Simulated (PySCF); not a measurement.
# Dipole response of Ti (titanium, neutral)

[Ar] 3d2 4s2, high-spin 3F determinant. All numbers are calculated (PySCF 2.14, no relativity, point nucleus, in aug-cc-pwCVTZ (10s9p7d4f3g, 127 functions)). Coupled (time-dependent) response in atomic units; α is the mean over directions.

| method | mean α (bohr³) | C₆ (like pair) | S(−4) |
| --- | --- | --- | --- |
| PBE0 | 111.8 | 1323 | 6787 |

S(−4) is the Cauchy moment in α(ω) = α(0) + S(−4) ω² + …

Reference α: 87 ± 10 bohr³ (recommended; Schwerdtfeger and Nagle, table of static dipole polarizabilities (2023 update)). Published C₆: 1044 (Chu and Dalgarno (2004); Tang, Norbeck and Certain (1976)).

α(iu) at PBE0:

| u (hartree) | α(iu) (bohr³) |
| --- | --- |
| 0 | 111.8 |
| 0.0500 | 97.64 |
| 0.100 | 72.20 |
| 0.200 | 37.38 |
| 0.300 | 21.99 |
| 0.500 | 10.67 |
| 0.750 | 6.072 |
| 1.00 | 4.120 |
| 1.50 | 2.383 |
| 2.00 | 1.588 |
| 3.00 | 0.8611 |
| 5.00 | 0.3758 |

A single London oscillator, α(iu) = α/(1 + u²/ω²), gives C₆ = (3/4) ω α². Matching the computed C₆ needs ω = 4 × 1323 / (3 × 111.8²) = 0.141 hartree.
